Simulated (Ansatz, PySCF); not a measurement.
The Ansatz (a quantum-chemistry and plane-wave program) input:
Ansatz 0.2 input:
```yaml
crystal:
  periodic: [false, false, false]
  atoms:
    - {symbol: Te, position_ang: [0.00024344, -0.00520567, 0.19683257]}
    - {symbol: Cl, position_ang: [1.52359952, -1.93354330, -0.20364566]}
    - {symbol: Cl, position_ang: [1.93806377, 1.52729837, -0.11262876]}
    - {symbol: Cl, position_ang: [-1.52397184, 1.94150491, -0.09739239]}
    - {symbol: Cl, position_ang: [-1.93843609, -1.51933676, -0.18840929]}
basis:
  gaussian:
    orbitals: STO-3G
hamiltonian:
  xc: pbe0
total_charge: -1
magnetization: {spin_polarized: true, initial_magnetization: 1}
accuracy: high
```

Write the same job for PySCF.

One answer among several that fit: 
```python
from pyscf import gto, scf, dft

mol = gto.Mole()
mol.atom = '''
    Te    0.00024344   -0.00520567    0.19683257
    Cl    1.52359952   -1.93354330   -0.20364566
    Cl    1.93806377    1.52729837   -0.11262876
    Cl   -1.52397184    1.94150491   -0.09739239
    Cl   -1.93843609   -1.51933676   -0.18840929
'''
mol.basis = 'sto-3g'
mol.charge = -1
mol.spin = 1
mol.verbose = 4
mol.build()

mf = dft.UKS(mol)
mf.xc = 'pbe0'
mf.grids.atom_grid = (99, 590)
mf.grids.prune = None
mf.kernel()
```

Both were run: Ansatz gave -8369.254473 Eh and PySCF -8369.254471 Eh, 0.002 mEh apart.
